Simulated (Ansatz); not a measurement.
Abridged output of a molecular run in Ansatz:

```
Functional definition: HF
1248 factors; integrals over basis functions are off by at most 1.4e-3 eV
mean field evaluation 1: about -4586.0700 eV, gradient 3.6e1 eV
mean field evaluation 2: about -4586.1596 eV, gradient 3.6e1 eV
mean field evaluation 4: about -4589.8927 eV, gradient 3.1e0 eV
mean field evaluation 8: about -4589.9379 eV, gradient 1.3e-1 eV
mean field evaluation 16: about -4589.8462 eV, gradient 3.9e-1 eV
mean field -4589.93804019 eV, -168.6771118051 hartree, gradient 2.7e-6 eV, S^2 0.000000; 0 other end points of the search recorded, 0 dependent functions left out
5 core orbitals not correlated: weight in the atoms' cores, before any rotation towards them, 1.000 or more for the frozen orbitals, at most 0.000 for the correlated occupied ones
reference -4589.93804019 eV, -168.6771118051 hartree; 14, 14 occupied and 101, 101 virtual orbitals, 1248 factors
second order -16.34438854 eV of doubles, -0.00000000 eV of singles
cycle   1  -17.72744956 eV  change    -1.4e0 eV  update   8.6e-2
cycle   2  -18.21490708 eV  change   -4.9e-1 eV  update   2.5e-2
cycle   3  -18.27463308 eV  change   -6.0e-2 eV  update   9.7e-3
cycle   4  -18.27291619 eV  change    1.7e-3 eV  update   3.1e-3
cycle   5  -18.27198623 eV  change    9.3e-4 eV  update   1.3e-3
cycle   6  -18.27175023 eV  change    2.4e-4 eV  update   4.2e-4
cycle   7  -18.27168792 eV  change    6.2e-5 eV  update   1.3e-4
cycle   8  -18.27168042 eV  change    7.5e-6 eV  update   4.5e-5
cycle   9  -18.27167452 eV  change    5.9e-6 eV  update   1.5e-5
perturbative correction -0.52908955 eV, -0.0194436823 hartree
Total energy: -4608.73880425 eV, -169.3680271410 hartree
```

Its atoms:

```xyz
15

C    -1.931    1.276    0.451
B    -0.376    1.213    0.364
C     0.460    0.016    0.917
B     0.430   -1.079   -0.196
C     1.615   -1.349   -1.170
H    -2.204    2.131    1.085
H    -2.370    1.507   -0.526
H    -2.411    0.384    0.857
H     0.201    2.122   -0.172
H     1.485    0.312    1.154
H    -0.068   -0.384    1.792
H    -0.567   -1.743   -0.312
H     2.425   -0.618   -1.129
H     2.037   -2.330   -0.910
H     1.275   -1.459   -2.205
```

Q: Which basis set was used?
A. def2-TZVPPD
B. def2-SVPD
C. def2-TZVPP
D. def2-SVP

A: D. It gives 120 functions.

Q: Write the keys of the input that set method, charge and spin (a neutral closed shell needs none for the last two).

A: 
```yaml
correlation: {method: ccsd_t}
```
